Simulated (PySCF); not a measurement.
Ligand exchange on a metal centre used in film growth or etching (Zr NH2-H). Isolated molecules, 0 K electronic values unless said otherwise. One relaxed conformer stands for each flexible species; it need not be the lowest.

The HOMO–LUMO gap from two functionals at the same geometries (BP86-D3(BJ)/def2-SVP), both in PySCF: PBE-D3(BJ)/def2-TZVP and TPSSh-D3(BJ)/def2-TZVP. 

```
species                                    PBE-D3(BJ)/def2-TZVP (eV)
-----------------------------------------  -------------------------
0 of 4 NH2 replaced by H                                        4.49
1 of 4 NH2 replaced by H ([Zr(NH2)3(H)])                        4.78
2 of 4 NH2 replaced by H ([Zr(NH2)2(H)2])                       3.87
4 of 4 NH2 replaced by H                                        3.69
```

Task: What does TPSSh-D3(BJ)/def2-TZVP give for each?

Result: 
- 0 of 4 NH2 replaced by H: 5.57
- 1 of 4 NH2 replaced by H ([Zr(NH2)3(H)]): 5.97
- 2 of 4 NH2 replaced by H ([Zr(NH2)2(H)2]): 5.11
- 4 of 4 NH2 replaced by H: 5.05
Over these rows, drawn at random from the members with no instability flagged (it was tested for open shells, ions and some series alone), PBE minus TPSSh-D3(BJ): mean -1.22 eV, from -1.37 eV to -1.08 eV.
